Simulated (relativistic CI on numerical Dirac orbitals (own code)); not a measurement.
Nb: what numerical and physical settings do to a radial Dirac CI calculation

Reference input:

```
atom Nb  Z=41  charge=0  electrons=41
nucleus A=93  rms_radius_fm=4.3240
hamiltonian dirac-coulomb  breit=on  qed=on  c_scale=1
orbitals kli  potential=per-configuration
slater_scale 1
correlation none
mixing on
grid step=0.0125 r_max=201.2
scf mixing=0.4 start=green max_iterations=150 tolerance=2e-08 node_fill=0.05
configurations
  [Kr] 4d4 5s
  [Kr] 4d3 5s2
  [Kr] 4d4 5p
end
```

Computed lowest total energy -3814.51356 Ha, first excitation 129.4 cm⁻¹, 41 SCF steps. Runs with settings changed; * marks those that are bad on purpose (the QED terms keep the true α when c is scaled):

```csv
Changed,Outcome,Lowest level,ΔE (Ha),First excitation (cm⁻¹),SCF steps,Message
SCF mixing 0.9,converged,4d⁴5s ⁶D1/2,-1.43e-09,129.4,45,
"speed of light × 2, grid step 0.02",converged,4d⁴5s ⁶D1/2,47,32.4,38,
grid step 0.006,converged,4d⁴5s ⁶D1/2,-9.63e-05,129.4,42,
end of the grid at 603.6 bohr,converged,4d⁴5s ⁶D1/2,0,129.4,41,
nuclear radius 4324.0 fm *,converged,4d⁴5s ⁶D1/2,1390,269.6,36,
SCF mixing 0.001 *,converged,4d⁴5s ⁶D1/2,1.25e-09,129.4,144,
```

With so few configurations and no correlation, terms lie too far apart (by 10 to 50 % near neutrality), their order can be wrong, and levels of other configurations are missing.
